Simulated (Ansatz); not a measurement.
`[OH][InH][S][SiH2]F` and `N[SiH2]S[SiH2]F` differ in one atom or group.

Ansatz, PBE0-D4/def2-TZVP geometries, multiplicity 1. Each molecule was computed in one conformer, which needn't be the lowest. `[OH][InH][S][SiH2]F` holds a close contact that its SMILES doesn't draw: F···In 2.62 Å.

Elements past krypton have def2 core potentials.

```
                             property  `[OH][InH][S][SiH2]F`
   HOMO energy (PBE0/def2-TZVPP) / eV                  -7.52
HOMO energy (ωB97M-V/def2-TZVPP) / eV                  -9.68
    LUMO energy (PBE/def2-TZVPP) / eV                  -2.23
  LUMO energy (B3LYP/def2-TZVPP) / eV                  -1.71
 HOMO–LUMO gap (PBE0/def2-TZVPP) / eV                   6.07
LUMO energy (ωB97M-V/def2-TZVPP) / eV                   0.13
```

(1) What does the change do to each property? (Estimate.)

Results:

(1) Computed: 
```
                             property  `N[SiH2]S[SiH2]F`  shift
   HOMO energy (PBE0/def2-TZVPP) / eV              -7.63  -0.11
HOMO energy (ωB97M-V/def2-TZVPP) / eV              -9.84  -0.16
    LUMO energy (PBE/def2-TZVPP) / eV              -0.98   1.25
  LUMO energy (B3LYP/def2-TZVPP) / eV              -0.34   1.37
 HOMO–LUMO gap (PBE0/def2-TZVPP) / eV               7.49   1.42
LUMO energy (ωB97M-V/def2-TZVPP) / eV               1.55   1.42
```

With PBE0 the HOMO falls by 0.11 eV and the LUMO rises by 1.31 eV, so the gap widens by about 1.42 eV. PBE moves the HOMO by -0.04 eV and ωB97M-V by -0.16 eV.

Positive LUMOs are unbound, so they and the gaps depend on the basis.

B3LYP here is the variant with VWN-RPA as its local correlation; programs differ in this.
